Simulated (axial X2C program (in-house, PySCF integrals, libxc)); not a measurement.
# Which molecule has these constants?

Computed with an in-house all-electron X2C program for linear molecules (integrals from PySCF), spin-free (one-electron X2C) or two-component (2c: spin–orbit coupling with atomic mean-field Coulomb and Gaunt terms, which also bring small scalar terms), in Dyall basis sets with cores contracted in-house; open shells are unrestricted.

A two-component PBE0 calculation in a Dyall 3-zeta basis gave Re = 2.552 Å, ωe = 230.0 cm⁻¹, De = 1.57 eV, Ω = 0.

**Question.** Which molecule is it?
A. SeI⁻
B. CrI⁻
C. ScI⁻
D. GeI⁻
E. GaI⁻

**Answer.** A. The others have CrI⁻ 2.764 Å and 155.3 cm⁻¹ (Ω = 3); GeI⁻ 2.738 Å and 163.7 cm⁻¹ (Ω = 1); GaI⁻ 2.815 Å and 137.6 cm⁻¹ (Ω = 1/2); ScI⁻ 2.848 Å and 183.3 cm⁻¹ (Ω = 3/2).

Each entry is the lowest single determinant of a limited PBE0 search at one distance. De goes to single-determinant-based atoms at the same level (for ions the charge split of lowest energy) and is withheld (n/a) where an atom does not fit its ground term or J level. Main or longest-lived isotopes. One determinant is a doubtful description, or other states lie close, for CrI⁻, GeI⁻, ScI⁻; these need not be ground states, and all values refer to the states named. Some open-shell Ω = 0 determinants are out of reach, so the Ω given for CrI⁻, GeI⁻ need not be the lowest component. With several unpaired electrons the Ω given is that of one determinant, not necessarily of the lowest component. The functionals have no current term, which raises determinants with orbital currents.
